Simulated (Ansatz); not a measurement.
`FC(F)(F)[Si]12O[Si]3(F)O[Si]4(F)O[Si](F)(O3)O[Si](F)(O[Si](F)(O4)O1)O2`. Total charge 0; singlet. Geometry r2SCAN-D4/def2-SVP, basis def2-SVP, Ansatz.

| run | HOMO (eV) | LUMO (eV) |
| --- | --- | --- |
| A | -10.08 | -0.98 |
| B | -10.42 | -0.79 |
| C | -8.54 | -1.62 |
| D | -9.08 | -1.37 |

B3LYP takes the VWN-RPA correlation.

The runs used B3LYP, PBE, PBE0, r2SCAN. Estimate which is which.

A B3LYP (20 % exact exchange); B PBE0 (25 % exact exchange); C PBE (0 % exact exchange); D r2SCAN (0 % exact exchange). Exact exchange lowers occupied and raises empty levels; among semilocal functionals meta-GGAs tend to open the gap a little, and such runs are hard to tell apart. The gap grows from 6.92 eV (PBE) to 9.63 eV (PBE0).
